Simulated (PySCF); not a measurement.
2-iodocyclopenta-1,3-diene (C5H5I), SMILES IC1=CCC=C1.

Geometry optimised at PBE0-D3(BJ)/def2-SVP. The def2 effective core potentials stand for the cores of I; spin–orbit coupling is left out. One conformer was computed; it need not be the lowest.

All values below come from HF/def2-TZVP in PySCF.

### Question
Estimate the frontier levels, gap, dipole moment and polarisability. (Estimate from the structure and the level; the computed values follow.)

### Answer

| Property | Result |
|---|---|
| highest occupied level | -8.53 eV |
| lowest empty level | 2.73 eV |
| orbital gap | 11.26 eV |
| dipole moment | 2.16 D |
| quadrupole, principal values (traceless, Buckingham form, about the centre of nuclear charge) | -8.34, 0.41, 7.93 D·Å |
| mean static polarisability | 84.0 bohr³ (12.44 Å³) |
| polarisability, principal values | 55.4, 77.0, 119.5 bohr³ |
